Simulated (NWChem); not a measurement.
Species: Si₂NH₇O; SMILES N[SiH2][SiH2]O

```xyz
11

N     -0.4404     2.4277     0.0153
Si     0.5907     1.0144    -0.0210
Si    -0.5592    -1.0503    -0.0054
O      0.4379    -2.4024    -0.0393
H     -0.9834     2.6406    -0.8143
H     -0.9996     2.5959     0.8445
H      1.4901     1.0883     1.1686
H      1.4300     1.1183    -1.2480
H     -1.4090    -1.1763    -1.2205
H     -1.4819    -1.0751     1.1764
H      1.0917    -2.4631     0.6709
```
Atoms are numbered in this order, from 1.

Results from NWChem. Structure relaxed at the B3LYP/6-31G* (spherical d) level.

**Question.** What does the run give for BLYP/def2-TZVP? Quantities: highest occupied level (eV); orbital gap (eV); dipole (D).

**Answer.** 
```json
{
  "highest occupied level (eV)": "-5.51",
  "orbital gap (eV)": "4.11",
  "dipole (D)": "1.44"
}
```
